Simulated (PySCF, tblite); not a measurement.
Isomers of [C5H9F3O2P]- (charge -1), one GFN2-xTB conformer each. Single-point energies are computed at PBE0/pcSseg-1 (PySCF, gas phase, no added dispersion term), electronic only.

```tsv
SMILES	GFN2-xTB relative energy (kcal/mol)
CCC[P@](=O)([O-])CC(F)(F)F	2.6
CC[P@@](=O)([O-])CCC(F)(F)F	4.3
CCCC[P@](=O)([O-])C(F)(F)F	0.0
```

Conformers: `[CH3:1][CH2:2][CH2:3][P@:4](=[O:5])([O-:6])[CH2:7][C:8]([F:9])([F:10])[F:11]` (charge -1) with C1–C2–C3–P4 -178°, C2–C3–P4–O5 70°, C3–P4–C7–C8 -48°; `[CH3:1][CH2:2][P@@:3](=[O:4])([O-:5])[CH2:6][CH2:7][C:8]([F:9])([F:10])[F:11]` (charge -1) with C1–C2–P3–O4 -67°, C2–P3–C6–C7 180°, P3–C6–C7–C8 180°; `[CH3:1][CH2:2][CH2:3][CH2:4][P@:5](=[O:6])([O-:7])[C:8]([F:9])([F:10])[F:11]` (charge -1) with C1–C2–C3–C4 180°, C2–C3–C4–P5 180°, C3–C4–P5–O6 69°.

Q: What does PBE0/pcSseg-1 give for the same structures?

A: 
```
                     SMILES  PBE0/pcSseg-1 E (Eh)  PBE0/pcSseg-1 (kcal/mol)  GFN2-xTB (kcal/mol)  point group
CC[P@@](=O)([O-])CCC(F)(F)F            -986.54698                       0.0                  4.3           Cs
 CCC[P@](=O)([O-])CC(F)(F)F            -986.54310                       2.4                  2.6           C1
 CCCC[P@](=O)([O-])C(F)(F)F            -986.53556                       7.2                  0.0           Cs
```

GFN2-xTB puts CCCC[P@](=O)([O-])C(F)(F)F lowest instead; measured from each level's own lowest isomer, the values differ by up to 7.2 kcal/mol (CCCC[P@](=O)([O-])C(F)(F)F: 0.0 against 7.2). Neighbours under 5.0 kcal/mol apart (CC[P@@](=O)([O-])CCC(F)(F)F and CCC[P@](=O)([O-])CC(F)(F)F; CCC[P@](=O)([O-])CC(F)(F)F and CCCC[P@](=O)([O-])C(F)(F)F) can change places with a better method, another conformer or zero-point energy.

Q: What happens when harmonic zero-point energies from GFN2-xTB frequencies are added?

A: 
```tsv
SMILES	ZPE (kcal/mol)	electronic (kcal/mol)	with ZPE (kcal/mol)
CC[P@@](=O)([O-])CCC(F)(F)F	88.5	0.0	0.0
CCC[P@](=O)([O-])CC(F)(F)F	88.8	2.4	2.7
CCCC[P@](=O)([O-])C(F)(F)F	89.3	7.2	8.0
```

The zero-point energies span 0.8 kcal/mol. The order is unchanged.

Q: As an exercise, what shares would exp(−E/RT) give at 500 K from these electronic energies alone (no entropy, no degeneracies)?

A: RT = 0.994 kcal/mol: CC[P@@](=O)([O-])CCC(F)(F)F 92.0 %, CCC[P@](=O)([O-])CC(F)(F)F 8.0 %, CCCC[P@](=O)([O-])C(F)(F)F 0.1 %.
